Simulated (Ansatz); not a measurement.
Basis sets compared for Si(OH)2Me2 (C2H8O2Si). The state is a singlet with charge 0. Geometry PBE-D4/def2-SVP. Ansatz on 2 threads of AMD EPYC 7R13 on a shared host; times are rough, and most runs start from earlier orbitals.

Cartesian coordinates in Å:
```
Si 0.253 -0.168 0.180
O 0.886 -1.674 -0.248
H 0.739 -2.367 0.420
O 0.987 0.424 1.580
H 1.944 0.575 1.489
C -1.567 -0.271 0.620
H -1.726 -0.895 1.524
H -2.153 -0.712 -0.211
H -1.978 0.736 0.836
C 0.598 0.918 -1.309
H 0.053 0.549 -2.202
H 1.679 0.923 -1.559
H 0.283 1.964 -1.120
```

Binding counts from free atoms (Si triplet, O triplet, H doublet, C triplet) in the same basis, without a counterpoise term.

```tsv
level	functions	energy (Eh)	HOMO (eV)	LUMO (eV)	binding per atom (eV)	wall time
HF/STO-3G	37	-512.8271	-9.22	12.75	3.40	0.31 s
HF/6-31G	65	-519.0037	-11.78	4.72	2.66	0.55 s
PBE-D4/def2-SVP	114	-520.3966	-6.53	0.37	4.09	1.4 s
PBE0-D4/def2-SVP	114	-520.4458	-8.16	1.26	4.02	2 s
```

Problem. Estimate the rows for PBE-D4/def2-TZVP, PBE0-D4/def2-TZVP (with forces).

Solution. 
```
                          level  functions  energy (Eh)  HOMO (eV)  LUMO (eV)  binding per atom (eV)  wall time
               PBE-D4/def2-TZVP        209    -520.7881      -6.83      -0.23                   4.10      3.2 s
PBE0-D4/def2-TZVP (with forces)        209    -520.8312      -8.32       0.61                   4.03        6 s
```
